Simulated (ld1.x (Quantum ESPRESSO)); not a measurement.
What the settings do to the RRKJ potential of palladium

Base potential:

```json
{
 "Element": "palladium",
 "Generator": "ld1.x (Quantum ESPRESSO) 7.5",
 "Type": "norm-conserving RRKJ (Kleinman–Bylander form)",
 "Functional": "PBEsol",
 "Relativity": "scalar-relativistic",
 "Frozen core": "[Ar] 3d10",
 "Valence charge": "18",
 "Reference configuration": "4s2 4p6 4d8 5s0 5p0 (charge +2)",
 "Partial waves": "4p (bound): rc 1.25 bohr; 4d (bound): rc 1.05 bohr; 4s (bound): rc 1.45 bohr",
 "Local potential": "the s channel",
 "Core correction": "Bessel-smoothed model core inside 1.00 bohr",
 "rho0": "0.02"
}
```

Cutoffs, loose and tight: the cutoffs (Ry, on a coarse ladder) from which the occupation-weighted sum of valence levels, in a spherical-Bessel basis at the reference potential, stays within 10 and 1 mRy of its value at 400 Ry. They do not see the model core or the augmentation charge, which bear on the density cutoff. Test errors are all-electron minus pseudo excitation energies from the reference, over the configurations 4s2 4p6 4d10 5s0 5p0; 4s2 4p6 4d9 5s0 5p0; 4s2 4p6 4d7 5s0 5p0; 4s2 4p6 4d6 5s0 5p0; 4s2 4p6 4d9 5s0 5p1; 4s2 4p5 4d10 5s0 5p0; 4s2 4p6 4d9 5s1 5p0. A dash means not determined; rows that change the core or the reference have their own tests. The largest error is taken over the tests solved by every variant that gives reliable tests at all: 4s2 4p5 4d10 5s0 5p0; 4s2 4p6 4d10 5s0 5p0; 4s2 4p6 4d6 5s0 5p0; 4s2 4p6 4d7 5s0 5p0; 4s2 4p6 4d9 5s0 5p0.

A true bound ghost makes a file unfit for plane-wave use even where its test errors are small: the radial tests pick states by their node count and pass the ghost by.

```csv
change,outcome,"cutoff, loose","cutoff, tight",bound ghosts,largest test error (meV)
base,generated,140 Ry,200 Ry,none,+121
"all radii but the core radius scaled by about 0.77 (s 1.12, p 0.96, d 0.82 bohr)",failed: compute_phi: phi has nodes before r_c,–,–,–,–
"all radii but the core radius scaled by about 1.14 (s 1.64, p 1.42, d 1.20 bohr)",generated,110 Ry,160 Ry,none,+245
"all radii but the core radius scaled by about 1.35 (s 1.96, p 1.68, d 1.42 bohr)",generated,60 Ry,90 Ry,s (extra level of the local part),+493
```

Task: What comes out with this change to the base: all radii but the core radius scaled by about 1.27 (s 1.84, p 1.58, d 1.34 bohr)?

Result: outcome: generated; cutoff, loose: 60 Ry; cutoff, tight: 100 Ry; bound ghosts: none; largest test error (meV): +420.

Task: What comes out with this change to the base: all radii but the core radius scaled by about 0.86 (s 1.24, p 1.08, d 0.90 bohr)?

Result: outcome: generated; cutoff, loose: 160 Ry; cutoff, tight: 260 Ry; bound ghosts: none; largest test error (meV): +49.

Reading the sweep of the scale of all radii but the core radius (base = 1) (base included, trends over the rows without a ghost): The loose cutoff falls from 160 Ry at 0.86 to 60 Ry at 1.27. A larger radius leaves more room for a smooth pseudo-wave, so fewer plane waves are needed; a smaller one forces it to follow the all-electron wave where it bends sharply. Bound ghosts are found at 1.35. The generation fails at 0.77.
